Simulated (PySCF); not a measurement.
Dipole moment and polarisability of `CC(C)(C)O[SiH3]`

C₄H₁₂OSi.
SMILES with atom numbers: `[CH3:1][C:2]([CH3:3])([CH3:4])[O:5][SiH3:6]` (hydrogens: H7, H8, H9 on C1; H10, H11, H12 on C3; H13, H14, H15 on C4; H16, H17, H18 on Si6)

Cartesian coordinates in Å at the PBE0-D3(BJ)/def2-SVP level; atoms count from 1:
```xyz
18
C4H12OSi angstrom
C     -0.798   -1.032   -1.097
C     -0.614   -0.100    0.097
C     -0.886   -0.838    1.405
C     -1.520    1.117   -0.028
O      0.714    0.418    0.112
Si     2.177   -0.370    0.075
H     -1.835   -1.395   -1.153
H     -0.563   -0.507   -2.035
H     -0.140   -1.913   -1.022
H     -0.721   -0.168    2.262
H     -0.221   -1.709    1.517
H     -1.924   -1.201    1.441
H     -2.581    0.825   -0.039
H     -1.350    1.800    0.817
H     -1.293    1.661   -0.957
H      2.393   -1.108   -1.209
H      3.213    0.691    0.205
H      2.325   -1.347    1.199
```

Level: PBE0/def2-SVPD (PySCF), static field, nuclei fixed, core orbitals frozen in the response. The polarisability tensor in these axes (au):

```
x   89.07 -1.44 -0.12
y   -1.44 76.58  0.04
z   -0.12  0.04 77.74
```

Q: Give the principal values, the mean and the anisotropy Δα = √{½[(α1 − α2)² + (α2 − α3)² + (α1 − α3)²]}.

A: Principal values 76.42, 77.74 and 89.23 au; mean 81.13 au = 12.02 Å³ = 13.38 × 10⁻⁴⁰ C²·m²/J; Δα = 12.21 au (15 % of the mean).

Q: What is the dipole moment, and where does it point?

A: (-1.07, -0.77, -0.04) D, 1.32 D in size, pointing from the negative to the positive side. Measured along this direction, the outermost atoms are H17 at the negative end and H7 at the positive end.

Q: Rayleigh depolarisation ratio (linearly polarised light, static tensor)?

A: ρ = 3Δα²/(45ᾱ² + 4Δα²) = 447.1/(296201 + 596.1) = 0.00151.

Q: Sum over states: ᾱ = Σ f/ω², ω in Eh. What share falls to these 10 lowest TDDFT singlets (eV, f)? 6.97, 0.0051; 7.46, 0.0300; 7.55, 0.0026; 7.99, 0.0063; 8.02, 0.0033; 8.26, 0.0398; 8.42, 0.0067; 8.57, 0.0529; 8.64, 0.0611; 8.74, 0.0021.

A: They add up to 2.28 au, 2.8 % of the 81.13 au; the largest single term is 0.61 au, from the state at 8.64 eV. Terms in order: 0.08, 0.40, 0.03, 0.07, 0.04, 0.43, 0.07, 0.53, 0.61, 0.02 au. Higher excitations give the rest. The strengths listed sum to 0.210.

Q: Estimate the molar refractivity from the static electronic polarisability.

A: Lorentz–Lorenz: R = (4π/3)N_A α = 2.5225 cm³/(mol·Å³) × 12.02 Å³ = 30.3 cm³/mol, in the limit of long wavelengths.

Isolated species at its PBE0-D3(BJ)/def2-SVP geometry, gas phase.
